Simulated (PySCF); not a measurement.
Compound: C7H7FO.
Atom-mapped SMILES: `[CH3:1][O:2][c:3]1[cH:4][cH:5][cH:6][cH:7][c:8]1[F:9]` (hydrogens: H10, H11, H12 on C1; H13 on C4; H14 on C5; H15 on C6; H16 on C7)

Cartesian coordinates in Å at the PBE0-D3(BJ)/def2-SVP level; atoms count from 1:
```
atom  x, y, z in Å
C1     2.293   -0.156   -0.406
O2     1.225    0.697   -0.106
C3    -0.026    0.241   -0.284
C4    -0.371   -1.027   -0.757
C5    -1.715   -1.388   -0.897
C6    -2.727   -0.494   -0.570
C7    -2.393    0.778   -0.098
C8    -1.064    1.134    0.039
F9    -0.738    2.343    0.486
H10    3.212    0.402   -0.186
H11    2.275   -1.071    0.212
H12    2.299   -0.448   -1.472
H13    0.408   -1.743   -1.018
H14   -1.962   -2.385   -1.269
H15   -3.776   -0.776   -0.679
H16   -3.156    1.512    0.170
```

Level: PBE0/pcSseg-1 and wB97X-D/def2-SVPD in PySCF, non-relativistic, on one gas-phase PBE0-D3(BJ)/def2-SVP geometry that isn't relaxed in the solvent. The solvent is an IEF-PCM continuum (Bondi radii, 1.10 Å for H, scaled by 1.2). The model holds no explicit solvent molecules, cavitation or dispersion.

Gas phase at PBE0/pcSseg-1: HOMO -6.52 eV, LUMO -0.23 eV, dipole 2.46 D.

Question: What does the continuum do to the energy, the frontier levels and the dipole at PBE0/pcSseg-1 in cyclohexane and chloroform?

Answer: 
| solvent | ε | E(solvent) − E(gas) (kcal/mol) | polarisation term (kcal/mol) | distortion of the solute (kcal/mol) | HOMO (eV) | LUMO (eV) | dipole (D) |
| --- | --- | --- | --- | --- | --- | --- | --- |
| cyclohexane | 2.017 | -1.94 | -2.06 | 0.12 | -6.53 | -0.24 | 2.75 |
| chloroform | 4.711 | -3.59 | -4.00 | 0.41 | -6.56 | -0.26 | 3.00 |

The first energy column is the sum of the next two and covers electrostatics alone. From cyclohexane to chloroform the lowering changes by a factor 1.85, Onsager's factor (ε − 1)/(2ε + 1) by 1.76 and ε itself by 2.3.

Question: Which radius a makes the point-dipole formula ΔE = −[(ε − 1)/(2ε + 1)]·μ²/a³ give the value in chloroform, with the gas-phase dipole?

Answer: μ = 0.969 au and |ΔE| = 0.00572 Eh give a = 2.05 Å; the farthest nucleus lies 3.65 Å from the centroid of the nuclei, so such a sphere wouldn't even hold the nuclei. The formula assumes a rigid point dipole at the centre of a sphere.

Question: Give the dipole vector in the frame of the coordinates (D, pointing from negative to positive charge), gas and chloroform.

Answer: Gas (0.79, -2.19, -0.79), solvent (0.89, -2.69, -0.98). Its length changes by +22 % and its direction by 2°.

Question: Which Mulliken charges (PBE0/pcSseg-1) respond most in chloroform (means over atoms taken as equivalent)?

Answer: 
| atoms | environment | gas (e) | solvent (e) | change |
| --- | --- | --- | --- | --- |
| C8 | aromatic C–F carbon | +0.332 | +0.314 | -0.018 |
| H13 | aromatic hydrogen | +0.108 | +0.126 | +0.018 |
| O2 | aryl ether oxygen | -0.467 | -0.483 | -0.016 |
| H14 | aromatic hydrogen | +0.096 | +0.109 | +0.013 |
| H15 | aromatic hydrogen | +0.099 | +0.111 | +0.012 |
| C6 | aromatic CH carbon | -0.075 | -0.086 | -0.011 |
| H16 | aromatic hydrogen | +0.115 | +0.126 | +0.011 |
| F9 | aryl fluorine | -0.265 | -0.277 | -0.012 |

Question: Which Mayer bond orders change most in chloroform?

Answer: 
```
  bond  length (Å)    gas  solvent  change
 C1–O2       1.399  0.913    0.898  -0.015
 C8–F9       1.330  0.938    0.926  -0.012
 C5–C6       1.389  1.465    1.458  -0.007
C1–H10       1.097  0.969    0.966  -0.003
C4–H13       1.090  0.941    0.938  -0.003
 O2–C3       1.344  1.055    1.052  -0.003
 C3–C4       1.397  1.370    1.372  +0.002
C7–H16       1.092  0.939    0.937  -0.002
```

Question: How do the nuclear quadrupole coupling constants eQVzz/h respond in chloroform?

Answer: 
| nucleus | Q (barn) | gas (MHz) | solvent (MHz) | η gas | η solvent |
| --- | --- | --- | --- | --- | --- |
| 17O at O2 | -0.0256 | -11.75 | -11.62 | 0.65 | 0.64 |

Gas phase at wB97X-D/def2-SVPD: HOMO -8.32 eV, LUMO 1.41 eV, dipole 2.45 D.

Question: What does the continuum do to the energy, the frontier levels and the dipole at wB97X-D/def2-SVPD in cyclohexane and chloroform?

Answer: 
| solvent | ε | E(solvent) − E(gas) (kcal/mol) | polarisation term (kcal/mol) | distortion of the solute (kcal/mol) | HOMO (eV) | LUMO (eV) | dipole (D) |
| --- | --- | --- | --- | --- | --- | --- | --- |
| cyclohexane | 2.017 | -1.89 | -2.02 | 0.13 | -8.32 | 1.41 | 2.77 |
| chloroform | 4.711 | -3.51 | -3.98 | 0.47 | -8.35 | 1.40 | 3.06 |

Question: How does the static polarisability (wB97X-D/def2-SVPD, frozen core, with the continuum's full static response) change?

Answer: 
```
     medium  isotropic (au)  principal values (au)  ⟨r²⟩ of the electrons (bohr²)
        gas            86.2      54.8, 92.0, 111.8                         1154.8
cyclohexane            97.4     61.0, 105.1, 126.2                         1154.0
 chloroform           107.9     68.2, 117.2, 138.4                         1153.3
```

The isotropic value in chloroform is 1.25 times the gas-phase one; no cavity-field correction is applied. ⟨r²⟩ is taken about the centre of nuclear charge.

wB97X-D is run here without its empirical dispersion term; that term would change no orbital, density or response property at a fixed geometry.
